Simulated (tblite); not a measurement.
Species: C5H6ClO2 (charge -1).
Atom-mapped SMILES: `[O:1]=[C:2]([O-:3])[C:4]1([CH2:5][Cl:6])[CH2:7][CH2:8]1` (hydrogens: H9, H10 on C5; H11, H12 on C7; H13, H14 on C8)
Bond orders are those of one Lewis drawing.

Computed with GFN2-xTB (tblite), gas phase: Langevin dynamics at 200 K from the optimised GFN2-xTB geometry, time step 0.5 fs, friction 0.01 fs⁻¹, 2000 steps. The instantaneous temperature is 2·E(kin)/(3Nk) with all 3N coordinates.

| t (fs) | T (K) | E(pot) above start (eV) | O1=C2 (Å) | C2–O3 (Å) | C2–C4 (Å) | C4–C5 (Å) | C5–Cl6 (Å) | C5–H9 (Å) | O1–C2–C4–C5 (°) |
| --- | --- | --- | --- | --- | --- | --- | --- | --- | --- |
| 0 | 155 | 0.000 | 1.235 | 1.231 | 1.597 | 1.493 | 1.796 | 1.091 | 0 |
| 25 | 91 | 0.203 | 1.240 | 1.213 | 1.672 | 1.486 | 1.800 | 1.153 | 1 |
| 50 | 136 | 0.208 | 1.223 | 1.261 | 1.570 | 1.532 | 1.807 | 1.130 | 4 |
| 75 | 149 | 0.144 | 1.236 | 1.243 | 1.567 | 1.467 | 1.785 | 1.071 | 5 |
| 100 | 127 | 0.270 | 1.268 | 1.207 | 1.588 | 1.476 | 1.808 | 1.057 | 3 |
| 125 | 146 | 0.257 | 1.206 | 1.262 | 1.590 | 1.493 | 1.818 | 1.116 | 5 |
| 150 | 187 | 0.321 | 1.234 | 1.228 | 1.682 | 1.479 | 1.821 | 1.147 | 10 |
| 175 | 186 | 0.330 | 1.255 | 1.215 | 1.554 | 1.504 | 1.828 | 1.062 | 13 |
| 200 | 198 | 0.283 | 1.229 | 1.256 | 1.609 | 1.519 | 1.800 | 1.069 | 14 |
| 225 | 214 | 0.233 | 1.244 | 1.235 | 1.627 | 1.474 | 1.820 | 1.123 | 12 |
| 250 | 204 | 0.364 | 1.260 | 1.245 | 1.629 | 1.511 | 1.791 | 1.156 | 25 |
| 275 | 167 | 0.388 | 1.235 | 1.242 | 1.586 | 1.449 | 1.790 | 1.100 | 29 |
| 300 | 159 | 0.315 | 1.252 | 1.250 | 1.631 | 1.476 | 1.798 | 1.067 | 26 |
| 325 | 180 | 0.368 | 1.249 | 1.240 | 1.597 | 1.478 | 1.877 | 1.063 | 23 |
| 350 | 219 | 0.324 | 1.249 | 1.252 | 1.602 | 1.514 | 1.768 | 1.098 | 26 |
| 375 | 129 | 0.348 | 1.244 | 1.230 | 1.591 | 1.484 | 1.760 | 1.138 | 29 |
| 400 | 213 | 0.255 | 1.244 | 1.236 | 1.624 | 1.499 | 1.811 | 1.129 | 16 |
| 425 | 221 | 0.314 | 1.239 | 1.250 | 1.601 | 1.504 | 1.887 | 1.099 | 15 |
| 450 | 201 | 0.371 | 1.235 | 1.258 | 1.627 | 1.481 | 1.778 | 1.097 | 15 |
| 475 | 170 | 0.384 | 1.251 | 1.240 | 1.549 | 1.474 | 1.837 | 1.103 | 12 |
| 500 | 247 | 0.310 | 1.244 | 1.224 | 1.605 | 1.512 | 1.742 | 1.105 | 7 |
| 525 | 260 | 0.319 | 1.231 | 1.230 | 1.635 | 1.474 | 1.856 | 1.092 | 7 |
| 550 | 228 | 0.424 | 1.248 | 1.230 | 1.542 | 1.502 | 1.743 | 1.082 | 13 |
| 575 | 224 | 0.450 | 1.229 | 1.238 | 1.616 | 1.495 | 1.809 | 1.092 | 17 |
| 600 | 195 | 0.387 | 1.222 | 1.240 | 1.603 | 1.472 | 1.797 | 1.117 | 13 |
| 625 | 192 | 0.344 | 1.243 | 1.219 | 1.664 | 1.467 | 1.824 | 1.094 | 15 |
| 650 | 257 | 0.234 | 1.214 | 1.225 | 1.590 | 1.471 | 1.787 | 1.077 | 14 |
| 675 | 216 | 0.326 | 1.218 | 1.210 | 1.614 | 1.478 | 1.784 | 1.069 | 16 |
| 700 | 244 | 0.290 | 1.221 | 1.213 | 1.581 | 1.518 | 1.760 | 1.127 | 15 |
| 725 | 210 | 0.329 | 1.197 | 1.220 | 1.630 | 1.484 | 1.855 | 1.108 | 14 |
| 750 | 227 | 0.357 | 1.227 | 1.215 | 1.656 | 1.510 | 1.832 | 1.084 | 15 |
| 775 | 219 | 0.269 | 1.234 | 1.231 | 1.549 | 1.479 | 1.808 | 1.094 | 23 |
| 800 | 171 | 0.308 | 1.226 | 1.225 | 1.637 | 1.476 | 1.718 | 1.102 | 20 |
| 825 | 162 | 0.385 | 1.232 | 1.221 | 1.586 | 1.526 | 1.839 | 1.134 | 9 |
| 850 | 165 | 0.352 | 1.228 | 1.217 | 1.649 | 1.517 | 1.773 | 1.120 | 11 |
| 875 | 141 | 0.320 | 1.217 | 1.216 | 1.641 | 1.463 | 1.863 | 1.049 | 11 |
| 900 | 214 | 0.257 | 1.224 | 1.202 | 1.581 | 1.509 | 1.795 | 1.074 | 3 |
| 925 | 172 | 0.346 | 1.206 | 1.215 | 1.627 | 1.472 | 1.847 | 1.139 | 1 |
| 950 | 178 | 0.267 | 1.206 | 1.220 | 1.655 | 1.510 | 1.763 | 1.128 | 0 |
| 975 | 178 | 0.248 | 1.230 | 1.208 | 1.646 | 1.510 | 1.824 | 1.088 | -3 |
| 1000 | 108 | 0.325 | 1.202 | 1.233 | 1.617 | 1.466 | 1.755 | 1.062 | -12 |

**Question.** From 500 fs on, how do temperature and potential energy compare with equipartition?

**Answer.** The mean temperature of these 21 frames is 200 K against the target 200 K, and the mean potential energy 0.33 eV against 36 × kT/2 = 0.31 eV for 36 classical harmonic modes. For 14 atoms in a canonical ensemble the temperature itself scatters by T·√(2/(3N)) = 44 K; here its standard deviation is 39 K. The whole run lasts only 10 friction times of 100 fs, so these averages carry a wide statistical error.

**Question.** What are the kinetic and total energies of the listed frame with the highest potential energy?

**Answer.** The one at 575 fs, 0.450 eV above the start. Its kinetic energy is 3NkT/2 = 0.406 eV at 224 K, so the sum is 0.86 eV; over the listed frames the sum runs from 0.28 to 0.86 eV, since the thermostat adds and removes energy.

**Question.** How much do the listed bonds fluctuate from 500 fs on?

**Answer.** 
```
  bond  at the start (Å)  mean (Å)  standard deviation (Å)
 O1=C2             1.235     1.224                   0.013
 C2–O3             1.231     1.222                   0.010
 C2–C4             1.597     1.615                   0.033
 C4–C5             1.493     1.491                   0.020
C5–Cl6             1.796     1.799                   0.041
 C5–H9             1.091     1.097                   0.024
```

The motion is classical and holds no zero-point motion.

The cost below is that of the whole dynamics run. Time: 12 s wall; peak memory 0.18 GiB. Hardware: one thread of an Intel Xeon Platinum 8488C, shared host with 192 logical CPUs at a one-minute load of 56.
